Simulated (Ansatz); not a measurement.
Ge19PH28, a doped nanocrystal cut from the lattice of germanium (P on a surface site). The state is a doublet with charge 0. Geometry PBE-D4/def2-SVP, that of the charge +1 singlet; atoms count from 1.

Cartesian coordinates in Å:
```
Ge 4.020 -0.801 -1.974
Ge -1.271 -4.404 0.602
Ge -2.279 -0.798 3.254
P 2.942 2.278 0.148
Ge 0.022 2.373 2.652
Ge 0.770 -0.916 0.610
Ge 0.133 -1.181 -3.295
Ge -2.943 -0.923 -0.736
Ge -0.641 2.309 -1.257
Ge -3.736 2.405 1.306
Ge 0.938 -3.362 0.448
Ge 3.041 -0.099 0.167
Ge 2.456 -0.652 -3.851
Ge 0.016 -0.076 2.787
Ge -2.933 -3.371 -0.866
Ge -3.713 -0.043 1.420
Ge 2.307 3.166 2.251
Ge 1.631 3.156 -1.617
Ge -1.455 3.203 0.878
Ge -0.663 -0.139 -1.220
H 5.285 0.069 -2.221
H 4.453 -2.271 -1.720
H -1.118 -5.905 0.227
H -1.730 -4.298 2.082
H -2.731 -0.163 4.597
H -2.310 -2.346 3.374
H 4.274 2.748 -0.095
H -0.382 3.011 4.015
H -0.021 -2.717 -3.106
H -0.779 -0.728 -4.469
H -3.874 -0.351 -1.849
H -1.470 2.874 -2.450
H -4.225 3.033 2.641
H -4.643 2.883 0.139
H 1.896 -3.863 1.565
H 1.597 -3.649 -0.933
H 4.018 -0.302 1.367
H 2.969 -1.618 -4.954
H 2.516 0.801 -4.398
H 1.032 -0.521 3.882
H -4.346 -3.899 -0.496
H -2.619 -3.762 -2.338
H -5.165 -0.550 1.669
H 3.408 2.603 3.190
H 2.481 4.697 2.059
H 1.818 4.688 -1.453
H 2.382 2.649 -2.877
H -1.357 4.759 0.843
```

Single mean-field runs in def2-TZVP are fitted with def2-universal-jkfit.

Q: Estimate the Mulliken populations of the heavy atoms from the PBE0/def2-TZVP orbitals of Ansatz.

A: 
| atom | charge (e) | spin (α − β) |
| --- | --- | --- |
| Ge1 | -0.02 | 0.00 |
| Ge2 | -0.06 | 0.03 |
| Ge3 | 0.00 | 0.01 |
| P4 | -0.12 | -0.03 |
| Ge5 | -0.08 | 0.02 |
| Ge6 | -0.25 | 0.03 |
| Ge7 | 0.03 | 0.00 |
| Ge8 | -0.01 | 0.04 |
| Ge9 | 0.01 | 0.03 |
| Ge10 | 0.03 | 0.01 |
| Ge11 | 0.03 | 0.03 |
| Ge12 | -0.01 | 0.29 |
| Ge13 | -0.06 | 0.01 |
| Ge14 | 0.01 | 0.00 |
| Ge15 | -0.02 | 0.02 |
| Ge16 | -0.09 | 0.00 |
| Ge17 | 0.02 | 0.18 |
| Ge18 | 0.02 | 0.14 |
| Ge19 | -0.08 | 0.01 |
| Ge20 | -0.26 | 0.03 |
Mulliken values and Mayer orders depend strongly on the basis.

Q: Where does the spin sit?

A: Summed by element: Ge 0.90, P -0.03, H 0.13, of 1 unpaired in all. Largest on single atoms: Ge12 0.29, Ge17 0.18, Ge18 0.14.

Q: And the Mayer bond orders between bonded heavy atoms (over 0.3)?

A: Ge1–Ge12 0.86 (2.46 Å); Ge1–Ge13 0.86 (2.45 Å); Ge2–Ge11 0.83 (2.45 Å); Ge2–Ge15 0.87 (2.45 Å); Ge3–Ge14 0.85 (2.45 Å); Ge3–Ge16 0.85 (2.45 Å); P4–Ge12 0.63 (2.38 Å); P4–Ge17 0.77 (2.37 Å); P4–Ge18 0.81 (2.37 Å); Ge5–Ge14 0.83 (2.45 Å); Ge5–Ge17 0.88 (2.45 Å); Ge5–Ge19 0.84 (2.45 Å); Ge6–Ge11 0.84 (2.46 Å); Ge6–Ge12 0.90 (2.45 Å); Ge6–Ge14 0.84 (2.45 Å); Ge6–Ge20 0.84 (2.45 Å); Ge7–Ge13 0.86 (2.45 Å); Ge7–Ge20 0.85 (2.45 Å); Ge8–Ge15 0.84 (2.45 Å); Ge8–Ge16 0.84 (2.45 Å); Ge8–Ge20 0.80 (2.46 Å); Ge9–Ge18 0.84 (2.45 Å); Ge9–Ge19 0.84 (2.45 Å); Ge9–Ge20 0.85 (2.45 Å); Ge10–Ge16 0.86 (2.45 Å); Ge10–Ge19 0.84 (2.45 Å).
